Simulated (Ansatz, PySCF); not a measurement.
SiH2Cl2, SMILES [SiH2](Cl)Cl. Atoms are numbered in the order given.

```xyz
5

Si     0.0000     0.0000    -0.7599
Cl     1.6824     0.0000     0.4151
Cl    -1.6824     0.0000     0.4151
H      0.0000     1.2244    -1.5734
H      0.0000    -1.2244    -1.5734
```

Geometry optimised at B3LYP-D3(BJ)/def2-TZVP. The isomer is the one that the SMILES or the coordinates give; other isomers of the formula were not compared.

Two levels are set side by side: PBE-D3(BJ)/def2-TZVP (Ansatz, a quantum-chemistry and plane-wave program) and B3LYP-D3(BJ)/def2-TZVP (Ansatz). Each level has its own optimised geometry; the coordinates shown are those of the second. Frequencies come from the Hessian of PySCF at each geometry. Differences are taken from unrounded values.

```tsv
quantity	B3LYP-D3(BJ)	PBE-D3(BJ)	PBE-D3(BJ) minus B3LYP-D3(BJ)
mean bond length (Å)	1.761	1.771	0.010
bond Si1–Cl2 (Å)	2.052	2.056	0.004
bond Si1–Cl3 (Å)	2.052	2.056	0.004
bond Si1–H4 (Å)	1.470	1.485	0.015
bond Si1–H5 (Å)	1.470	1.485	0.015
highest harmonic wavenumber (cm⁻¹)	2291	2217	-73
mean harmonic wavenumber (cm⁻¹)	999	965	-34
zero-point energy (kcal/mol)	12.85	12.41	-0.44
```

Exact exchange shortens and stiffens bonds; PBE has none. Differences between two approximate levels are no errors against the true value.
